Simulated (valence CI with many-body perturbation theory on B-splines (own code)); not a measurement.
**E1 line list for Sn⁴⁴⁺**

Computed by relativistic CI+MBPT: four valence electrons over a frozen Dirac-Fock core [He], radial functions for each j: 11 s, 11 p, 9 d, 7 f, 5 g, 2 h, 1 i, with the one-electron correlation potential Σ1, the two-electron term Σ2, the three-electron term Σ3, Breit, model QED; selected CI, second order for the rest (own B-spline code, finite nucleus).

The last digits are not significant, and no measured levels were compared; by estimate large intervals hold to a few tenths of a per cent, small ones and those within an open d or f shell to about a per cent. Among the levels kept, up to 270 cm⁻¹ of a level comes from second order outside the variational space, and about a tenth of that is noise between levels of different J, which matters for small intervals.

Lines 151 to 200 of 257 in falling wavelength, among levels below 39254 × 10³ cm⁻¹, chosen from the strongest by gf and those to the six lowest levels. Wavelengths and rates use the calculated energies. Electric multipoles are in the length gauge, E1 and E2 with the static RPA response of the core. Weak lines are less certain than strong ones. Lines between different terms over intervals too small for the method are left out, as are lines whose strength nearly cancels. Where a level lies close to another of its J and parity, the split of strength between their lines is uncertain. The highest levels of a list are the least certain.

Levels are named by their leading jj configuration (3d3/2^4 stands for four electrons in 3d with j = 3/2), which in mixed levels can hold well under half, so a name can repeat and another be missing. Letters in brackets count levels of one name in rising energy.

```csv
λ vac (Å),Upper,Lower,A (s⁻¹),S (a.u.)
2.958,(2s^2 2p1/2 3d3/2) J=1,(2s^2 2p1/2 2p3/2) J=1,2.98e+13,1.14e-03
2.957,(2s^2 2p1/2 3d5/2) J=2,(2s^2 2p1/2 2p3/2) J=2,3.45e+13,2.20e-03
2.956,(2s 2p1/2^2 3p1/2) J=1,(2s^2 2p1/2 2p3/2) J=2,1.67e+12,6.39e-05
2.956,(2s 2p1/2 2p3/2 3s) J=2 [a],(2s 2p1/2^2 2p3/2) J=2,9.07e+12,5.78e-04
2.956,(2s 2p1/2 2p3/2 3d5/2) J=3 [a],(2s 2p1/2 2p3/2^2) J=2 [a],2.35e+14,2.09e-02
2.955,(2s^2 2p1/2 3d5/2) J=3,(2s^2 2p1/2 2p3/2) J=2,2.66e+14,2.37e-02
2.955,(2s 2p1/2 2p3/2 3d3/2) J=3 [c],(2s 2p1/2 2p3/2^2) J=3,2.56e+13,2.28e-03
2.955,(2s 2p1/2 2p3/2 3d5/2) J=1 [a],(2s 2p1/2 2p3/2^2) J=2 [a],3.75e+13,1.43e-03
2.951,(2s^2 2p3/2 3d5/2) J=2,(2s^2 2p3/2^2) J=2,2.35e+14,1.49e-02
2.950,(2s 2p1/2^2 3d5/2) J=2,(2s 2p1/2^2 2p3/2) J=2,6.89e+12,4.37e-04
2.947,(2s^2 2p1/2 3d5/2) J=2,(2s^2 2p1/2 2p3/2) J=1,2.69e+14,1.70e-02
2.946,(2s 2p1/2^2 3p1/2) J=1,(2s^2 2p1/2 2p3/2) J=1,1.85e+13,7.02e-04
2.945,(2s 2p1/2 2p3/2 3s) J=1 [a],(2s 2p1/2^2 2p3/2) J=2,2.46e+12,9.32e-05
2.944,(2s 2p1/2 2p3/2 3d5/2) J=2 [b],(2s 2p1/2 2p3/2^2) J=2 [a],2.10e+13,1.32e-03
2.943,(2s^2 2p3/2 3d5/2) J=3,(2s^2 2p3/2^2) J=2,4.91e+14,4.33e-02
2.942,(2s 2p1/2 2p3/2 3d5/2) J=3 [b],(2s 2p1/2 2p3/2^2) J=2 [a],7.06e+13,6.22e-03
2.940,(2s^2 2p3/2 3p3/2) J=1,(2s 2p1/2^2 2p3/2) J=2,3.58e+12,1.35e-04
2.939,(2s 2p1/2 2p3/2 3s) J=1 [b],(2s 2p1/2^2 2p3/2) J=1,5.99e+12,2.25e-04
2.939,(2s^2 2p3/2 3d5/2) J=1,(2s^2 2p3/2^2) J=2,2.18e+13,8.18e-04
2.936,(2s 2p1/2 2p3/2 3s) J=1 [c],(2s 2p1/2^2 2p3/2) J=1,8.06e+12,3.02e-04
2.936,(2s 2p1/2 2p3/2 3s) J=2 [c],(2s 2p1/2^2 2p3/2) J=1,5.94e+12,3.71e-04
2.935,(2s 2p1/2 2p3/2 3s) J=0,(2s 2p1/2^2 2p3/2) J=1,1.36e+13,1.70e-04
2.933,(2s 2p1/2 2p3/2 3p3/2) J=3 [a],(2s^2 2p3/2^2) J=2,8.14e+12,7.10e-04
2.931,(2s 2p1/2 2p3/2 3p1/2) J=1 [b],(2s^2 2p3/2^2) J=2,2.28e+12,8.51e-05
2.931,(2s 2p1/2 2p3/2 3s) J=3,(2s 2p1/2^2 2p3/2) J=2,4.20e+12,3.65e-04
2.931,(2s 2p1/2 2p3/2 3p1/2) J=2 [c],(2s^2 2p3/2^2) J=2,3.23e+12,2.01e-04
2.927,(2s^2 2p1/2 3s) J=1,(2s^2 2p1/2^2) J=0,1.16e+13,4.31e-04
2.924,(2s^2 2p3/2 3s) J=2,(2s^2 2p1/2 2p3/2) J=2,4.97e+12,3.07e-04
2.922,(2s 2p1/2 2p3/2 3p3/2) J=2 [a],(2s^2 2p3/2^2) J=2,9.00e+11,5.54e-05
2.921,(2s 2p1/2 2p3/2 3s) J=2 [b],(2s 2p1/2^2 2p3/2) J=2,3.55e+12,2.19e-04
2.920,(2s 2p3/2^2 3s) J=3,(2s 2p1/2 2p3/2^2) J=2 [a],2.42e+13,2.08e-03
2.920,(2s^2 2p3/2 3s) J=1,(2s^2 2p1/2 2p3/2) J=2,9.48e+12,3.50e-04
2.913,(2s^2 2p3/2 3s) J=2,(2s^2 2p1/2 2p3/2) J=1,1.01e+12,6.16e-05
2.910,(2s^2 2p3/2 3s) J=1,(2s^2 2p1/2 2p3/2) J=1,3.16e+12,1.15e-04
2.909,(2s 2p1/2 2p3/2 3p3/2) J=2 [b],(2s^2 2p3/2^2) J=2,1.41e+12,8.56e-05
2.901,(2s 2p1/2 2p3/2 3p3/2) J=3 [b],(2s^2 2p3/2^2) J=2,2.09e+12,1.76e-04
2.897,(2s 2p1/2 2p3/2 3s) J=2 [c],(2s 2p1/2^2 2p3/2) J=2,6.22e+11,3.73e-05
2.894,(2s 2p1/2^2 3p3/2) J=2,(2s^2 2p1/2 2p3/2) J=1,4.47e+12,2.67e-04
2.878,(2s 2p1/2 2p3/2 3p3/2) J=3 [c],(2s^2 2p3/2^2) J=2,2.65e+12,2.18e-04
2.846,(2s 2p1/2 2p3/2 3d3/2) J=2 [b],(2s 2p1/2^2 2p3/2) J=1,4.18e+12,2.38e-04
2.844,(2s 2p1/2 2p3/2 3d3/2) J=1 [b],(2s 2p1/2^2 2p3/2) J=1,1.66e+13,5.66e-04
2.843,(2s 2p1/2 2p3/2 3d5/2) J=1 [a],(2s 2p1/2^2 2p3/2) J=1,5.10e+12,1.73e-04
2.835,(2s 2p1/2 2p3/2 3d3/2) J=2 [a],(2s 2p1/2^2 2p3/2) J=2,6.71e+13,3.77e-03
2.835,(2s 2p1/2 2p3/2 3d3/2) J=1 [a],(2s 2p1/2^2 2p3/2) J=2,2.45e+13,8.25e-04
2.833,(2s 2p1/2 2p3/2 3d5/2) J=2 [b],(2s 2p1/2^2 2p3/2) J=1,9.18e+12,5.15e-04
2.831,(2s 2p1/2 2p3/2 3d3/2) J=3 [a],(2s 2p1/2^2 2p3/2) J=2,9.15e+13,7.17e-03
2.825,(2s 2p1/2 2p3/2 3d5/2) J=1 [b],(2s 2p1/2^2 2p3/2) J=1,6.39e+13,2.13e-03
2.822,(2s 2p1/2 2p3/2 3d5/2) J=0,(2s 2p1/2^2 2p3/2) J=1,3.35e+13,3.72e-04
2.819,(2s 2p1/2 2p3/2 3p1/2) J=1 [a],(2s^2 2p1/2 2p3/2) J=2,5.69e+12,1.89e-04
2.819,(2s 2p1/2 2p3/2 3d3/2) J=2 [c],(2s 2p1/2^2 2p3/2) J=1,1.24e+13,6.84e-04
```
